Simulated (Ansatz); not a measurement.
Species: sum formula Si$_{2}$H$_{4}$Cl, charge -1, multiplicity 1. It need not be the lowest isomer of its formula. Whether it binds its extra electron was not tested at this geometry. 
Structure (B3LYP-D3(BJ)/def2-TZVP (Ansatz, a program for electronic structure) minimum search):
SMILES: [SiH2-][SiH2]Cl
```xyz
7

Si    -1.9780    -0.1621    -0.3947
Si     0.2043    -0.6602     0.3165
Cl     1.6547     0.9013    -0.0756
H     -2.3572    -1.5671     0.1129
H     -2.3176     0.5341     0.9279
H      0.8243    -1.8192    -0.4092
H      0.5515    -0.9572     1.7475
```
Charge -1, spin multiplicity 1.

Basis-set convergence of Hartree-Fock and CCSD correlation energies (hartree) with Ansatz. Valence correlation only, unless marked. Spin-orbit coupling is left out. No relativistic terms. This anion needs diffuse functions, which these sets lack.

```tsv
basis	functions	E(HF)	E(corr, CCSD)
cc-pV(D+d)Z	89	-1039.74610	-0.40354
cc-pV(T+d)Z	173	-1039.78603	-0.50994
cc-pV(Q+d)Z	312	-1039.79737	-0.54460
cc-pV(5+d)Z	520	(withheld)	(withheld)
```

**Question.** Fill in the missing entries.

**Answer.** 
- cc-pV(5+d)Z, E(HF): -1039.79948
- cc-pV(5+d)Z, E(corr, CCSD): -0.55576
